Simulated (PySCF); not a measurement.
H3P2, SMILES [PH]P, multiplicity 2. Atoms are numbered in the order given.

```xyz
5

P      0.9630    -0.4332     0.4120
P     -0.8857     0.3148    -0.4544
H      1.6728     0.7345     0.0087
H     -1.0552     1.5052     0.3022
H     -1.7762    -0.4647     0.3261
```
Charge 0, spin multiplicity 2.

Geometry: r2SCAN-D4/def2-TZVP. The isomer is the one that the SMILES or the coordinates give; other isomers of the formula were not compared.

All values below come from PySCF with SMD-ωB97X/6-31G*.

Solvation free energies are E(SMD) − E(gas) at the gas-phase geometry, for 1 M in both phases. In vacuum the dipole moment is 1.15 D.

| solvent | ΔG(solv) (kcal/mol) | its non-electrostatic (CDS) part | dipole (D) |
|---|---|---|---|
| water | -0.8 | 2.1 | 1.62 |
| ethanol | -1.6 | 1.2 | 1.59 |
| n-hexane | 0.0 | 1.0 | 1.30 |
